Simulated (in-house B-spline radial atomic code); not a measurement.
Values are calculated unless marked as measured or tabulated.
**W ion on Al atom: potential, deflection and energy transfer**

The pair potential comes from two frozen, spherical free-atom densities (PBE, B-spline radial code, scalar-relativistic past argon): electrostatics plus the change in Thomas-Fermi kinetic and Dirac exchange energy where they overlap, the recipe behind the universal ZBL potential, which averages such potentials (from solid-state densities) over many pairs. It is written V = (Z1 Z2 e²/r) φ(r/a), with e² = 14.3996 eV·Å and a = 0.46850 Å/(Z1^0.23 + Z2^0.23); ZBL's fit is φ = 0.18175 e^(−3.1998x) + 0.50986 e^(−0.94229x) + 0.28022 e^(−0.4029x) + 0.02817 e^(−0.20162x). Where φ falls below 4e-4 it is continued as an exponential.

Masses 183.84 and 26.98 u.

```
x = r/a  φ, this pair    φ, ZBL
    0.1        0.8797    0.8928
    0.5        0.6012    0.6096
    1.5        0.2942    0.2995
      3         0.126    0.1292
      5       0.05072   0.05224
      8       0.01606   0.01705
     12      0.004793   0.00474
     17      0.001334  0.001212
```

Q: At x = 2 the electrostatic, kinetic and exchange parts are 6717.08, 8075.77 and -336.81 eV. Find r, V and φ.

A: a = 0.46850/(2.6911 + 1.8039) = 0.10423 Å, so r = 0.20846 Å. V = 6717.08 + 8075.77 + (-336.81) = 14456.04 eV. The bare repulsion is 74 × 13 × 14.3996/0.20846 = 66452 eV, so φ = 0.2175, -1.9 % against ZBL's 0.2218. The kinetic (Pauli) term is 56 % of V here.

Q: The ion comes in at 103.9 keV with impact parameter 0.5211 Å. The scattering integral gives a centre-of-mass angle of 10.6° and a closest approach of 5.235 a. What are the reduced energy, the energy passed on and the laboratory angles?

A: ε = E a M2/(Z1 Z2 e² (M1 + M2)) = 103900 × 9.6292e-07 = 0.1. The most that one collision can pass on is γE with γ = 4 M1 M2/(M1 + M2)² = 0.4464. Here T = γE sin²(θ/2) = 0.4464 × 103900 × 0.008539 = 395.9 eV. The ion turns by arctan(sin θ/(cos θ + M1/M2)) = 1.4°, and the struck atom leaves at (180° − θ)/2 = 84.7°. The closest approach is 0.546 Å. With ZBL the angle would be 10.78° and T = 409.3 eV.
